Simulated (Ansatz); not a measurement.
Isolated molecules relaxed with PBE0-D4/def2-TZVP in Ansatz; ΔE leaves out vibrations. CBS: MP2 limit from def2 TZ/QZ plus the TZ coupled-cluster correction, frozen cores. Functionals use def2-TZVPP. B3LYP here is the variant with VWN-RPA as its local correlation; programs differ in this. HSE06 is defined as in plane-wave codes. For Br, Ge outer-core shells are correlated without core-valence functions, which leaves a few kJ/mol of doubt a bond. Scalar relativity is left out up to krypton. Each species was taken in one conformer, which may not be the lowest.

`C[CH2][GeH]([SiH3])[Cl]` + `[OH][Al]([F])[Br]` → `C[O][Al]([F])[Br]` + `[CH3][GeH]([SiH3])[Cl]`  (substitution at a C–C bond)

`C[CH2][GeH]([SiH3])[Cl]`:

Z-matrix (Å, degrees):
```
C
C 1 1.520
H 1 1.092 2 111.2
H 1 1.093 2 111.1 3 -119.9
H 1 1.093 2 111.7 3 120.1
Ge 2 1.957 1 113.4 3 -58.3
H 2 1.095 1 111.4 3 -179.0
H 2 1.093 1 111.2 3 61.9
Cl 6 2.180 2 106.3 1 61.3
Si 6 2.385 2 115.0 1 -54.6
H 6 1.542 2 111.3 1 175.4
H 10 1.488 6 109.8 2 -63.3
H 10 1.485 6 109.6 2 176.7
H 10 1.485 6 109.4 2 56.4
```

`[OH][Al]([F])[Br]`:

Z-matrix (Å, degrees):
```
Al
O 1 1.676
Br 1 2.233 2 122.9
F 1 1.635 2 118.3 3 180.0
H 2 0.956 1 123.3 3 -0.0
```

`C[O][Al]([F])[Br]`:

```xyz
8

C     1.185   -0.562    0.023
O    -0.041   -0.266    0.633
Al   -1.422    0.563    0.219
F    -2.650    0.651    1.295
Br   -1.647    1.561   -1.766
H     1.259   -0.146   -0.988
H     1.313   -1.646   -0.040
H     2.003   -0.155    0.624
```

`[CH3][GeH]([SiH3])[Cl]`:

Z-matrix (Å, degrees):
```
C
Ge 1 1.947
H 1 1.090 2 109.9
H 1 1.090 2 109.6 3 -119.9
H 1 1.092 2 110.0 3 120.1
Si 2 2.383 1 114.7 3 -54.8
Cl 2 2.177 1 106.5 3 61.6
H 2 1.541 1 111.0 3 175.6
H 6 1.488 2 109.7 1 -64.1
H 6 1.486 2 109.0 1 55.3
H 6 1.484 2 109.8 1 175.7
```

```
         level  ΔE (kJ/mol)
     r2SCAN-D4         49.4
      HSE06-D4         51.2
         B3LYP         40.7
MP2/def2-TZVPP         58.3
```

(1) What does CCSD(T)/CBS give? (Best estimate.)

Largest T1 diagnostic among the species: 0.010.

## Answers

(1) Computed: +55.5 kJ/mol. The listed levels differ from it by -6.1, -4.3, -14.8, 2.8 kJ/mol.

In def2-TZVPP, CCSD(T) changes the Hartree–Fock value by +17.6 kJ/mol (the triples alone add +1.8 kJ/mol) and MP2 by +23.6 kJ/mol. At CCSD(T), def2-SVP lies −10.8 kJ/mol from the extrapolated value and def2-TZVPP −3.1 kJ/mol.
